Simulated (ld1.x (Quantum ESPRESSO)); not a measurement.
**O (Z = 8), PAW: configuration errors across variants**

oxygen, PAW, made with ld1.x (Quantum ESPRESSO) 7.5 (PBEsol, scalar-relativistic). Core [He], reference 2s2 2p4. Waves: 2s (bound): rcut 0.80, rcutus 1.00 bohr; 2s channel at -0.85 Ry: rcut 0.80, rcutus 1.00 bohr; 2p (bound): rcut 1.25, rcutus 1.40 bohr; 2p channel at 0.5 Ry: rcut 1.25, rcutus 1.40 bohr. Local part: all-electron potential smoothed inside 1.15 bohr (lloc = -2). Core correction: Bessel-smoothed model core inside 0.65 bohr. Augmentation charge: PSQ, inside the norm-conserving radii.

All-electron excitation energies from the reference (eV): (1) 2s2 2p3 16.360; (2) 2s2 2p2 49.837; (3) 2s2 2p1 103.544; (4) 2s2 2p0 180.189; (5) 2s1 2p5 14.855; (6) 2s1 2p4 31.497; (7) 2s2 2p3.5 6.254.

Errors AE − PS in meV (a dash: test not solved or not reliable):

```csv
change,(1),(2),(3),(4),(5),(6),(7),bound ghosts
base,+0.7,+3.1,-1.4,-3.9,-0.6,+0.7,-0.1,none
"waves 2s (bound): rcut 0.60, rcutus 0.64 bohr; 2s channel at -0.85 Ry: rcut 0.60, rcutus 0.64 bohr",+2.6,+7.9,-0.3,-12,-0.6,+2.6,+0.4,none
"waves 2s (bound): rcut 0.70, rcutus 0.74 bohr; 2s channel at -0.85 Ry: rcut 0.70, rcutus 0.74 bohr",+1.5,+5.3,-1.4,-12,-0.6,+1.3,+0.1,none
"waves 2s (bound): rcut 0.78, rcutus 0.82 bohr; 2s channel at -0.85 Ry: rcut 0.78, rcutus 0.82 bohr",+1.6,+6.2,+1.1,-5.4,-0.6,+1.3,+0.1,none
"waves 2s (bound): rcut 0.80, rcutus 1.04 bohr; 2s channel at -0.85 Ry: rcut 0.80, rcutus 1.04 bohr",+0.8,+3.7,+1.2,+4.1,-0.6,+0.7,-0.1,none
"waves 2s (bound): rcut 0.80, rcutus 1.10 bohr; 2s channel at -0.85 Ry: rcut 0.80, rcutus 1.10 bohr",+0.8,+4.1,+3.8,+13,-0.6,+0.7,-0.1,none
"waves 2s (bound): rcut 0.80, rcutus 1.24 bohr; 2s channel at -0.85 Ry: rcut 0.80, rcutus 1.24 bohr",+0.7,+4.8,+13,+46,-0.5,+0.7,-0.1,none
"waves 2s (bound): rcut 0.80, rcutus 1.30 bohr; 2s channel at -0.85 Ry: rcut 0.80, rcutus 1.30 bohr",+0.6,+5.2,+18,+66,-0.4,+0.6,-0.1,none
"waves 2s (bound): rcut 0.80, rcutus 1.38 bohr; 2s channel at -0.85 Ry: rcut 0.80, rcutus 1.38 bohr",+0.5,+5.6,+25,+92,-0.4,+0.5,-0.1,none
"waves 2s (bound): rcut 0.80, rcutus 1.54 bohr; 2s channel at -0.85 Ry: rcut 0.80, rcutus 1.54 bohr",+0.2,+10.0,+65,+232,-0.3,+0.1,-0.2,none
```

Give the same row for: waves 2s (bound): rcut 0.80, rcutus 0.94 bohr; 2s channel at -0.85 Ry: rcut 0.80, rcutus 0.94 bohr.

+0.5, +1.9, -5.1, -13, -0.6, +0.7, -0.1; bound ghosts: none.
